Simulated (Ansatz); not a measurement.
`N=[CH][AlH][OH]` + `N[SiH3]` → `[OH][AlH][NH][SiH3]` + `C=N`  (ligand exchange at the Al–C bond)

Gas-phase electronic energies from Ansatz, PBE0-D4/def2-TZVP geometries. CCSD(T)/CBS is the MP2 limit (def2-TZVPP, def2-QZVPP) plus CCSD(T) − MP2 in def2-TZVPP, frozen cores. This one scheme is used for every species. DFT in def2-TZVPP. One conformer a species, not always the lowest.

(1) Is it downhill or uphill in electronic energy at CCSD(T)/CBS, and by how much? (Best estimate.)

(2) What do these levels give: BLYP-D4, CAM-B3LYP-D4, PBE-QIDH, PBE, r2SCAN, PBE0, r2SCAN0, MP2/def2-SVP, SCS-MP2/def2-QZVPP, HF/CBS(def2), MP2/CBS(def2), CCSD/CBS(def2)? (Best estimate.)

Largest T1 diagnostic among the species: 0.013.

Results:

(1) Computed: Downhill: ΔE = -27.2 kcal/mol.

(2) Computed: BLYP-D4 -25.8, CAM-B3LYP-D4 -27.1, PBE-QIDH -27.1, PBE -24.2, r2SCAN -26.8, PBE0 -25.5, r2SCAN0 -27.3, MP2/def2-SVP -29.1, SCS-MP2/def2-QZVPP -28.0, HF/CBS(def2) -29.0, MP2/CBS(def2) -27.9, CCSD/CBS(def2) -27.5 kcal/mol.

At CCSD(T), def2-SVP lies −1.3 kcal/mol from the extrapolated value and def2-TZVPP −0.3 kcal/mol. From BLYP to BHLYP (50 % exact exchange), in def2-TZVPP and without D4, ΔE moves by −2.4 kcal/mol. Leaving LDA and LC-ωPBE aside and taking each functional with its dispersion term where it has one, the values, not all of them listed here, spread over 3.5 kcal/mol, from BHLYP-D4 to PBE-D4.
